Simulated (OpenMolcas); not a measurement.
**Cu3+: moving or changing the point charges**

Cu3+ among 4 point charges of -1 e arranged as a tetrahedron (Td), 2.13 Å from the ion.

- Program: OpenMolcas 26.06
- Method: SS-CASPT2, IPEA 0.25 Eh, imaginary shift 0.1 Eh (closed shells correlated: 3s 3p)
- Basis: ANO-RCC-VDZP [5s4p2d1f]
- Scalar Hamiltonian: DKH2, point nucleus
- Active space: 8 electrons in 5 orbitals (3d)
- State averaging: 2S+1 = 3 even, 10 roots; 2S+1 = 1 even, 15 roots
- Spin-orbit coupling: state interaction with AMFI integrals over the reference wave functions

Runs around this geometry, states (labels of Td). Energies in cm-1 above the lowest state or level, χT in cm3 K/mol; under a threefold ground state the first gap can be a small split of the lowest multiplet, not the spin-orbit step.

```
R (Å)  q (e)  Ground state  First state of that spin  First gap with spin-orbit (degeneracies)  χT at 300 K  First state of another spin
 2.13   -0.5           3T2                   3T1 120                                 33 (2, 3)        3.821                    1T2 14660
 1.96     -1           3T1                   3T2 350                                120 (1, 3)        3.651                    1T2 14970
 2.13     -1           3T1                   3T2 300                                100 (1, 3)        3.728                    1T2 14670
 2.33     -1           3T1                    3T2 75                                 28 (1, 3)        3.795                    1T2 14720
```

The ground state changes within this set.

Roots that are degenerate in the reference are averaged as groups; the widest CASPT2 spread within a group is 780 cm-1 (the 3-fold group of multiplicity 3 near 75.1 cm-1 above the lowest state of its run, R = 2.33, q = -1). Shifts and gaps below about the spread of the groups concerned are not significant. The ground term spreads over less than 5000 cm-1, several times less than with real ligands, so orbital moments are less quenched and χT lies further from the spin-only value than at real sites. Free-ion shares, where given, are those of the reference states; single-state CASPT2 does not remix them. Spin-orbit coupling mixes the spin-free states strongly: the lowest level takes only 66 % from its leading state, 3T2 (holds for R = 2.13, q = -0.5). An orbital triplet at a regular site is open to Jahn-Teller coupling, which can distort the site and quench the lowest spin-orbit gaps and is left out (holds for R = 1.96, q = -1; R = 2.13, q = -1; R = 2.33, q = -1). Point charges carry no covalency, so the field is a model and not that of real ligands. No measured value stands beside these numbers.
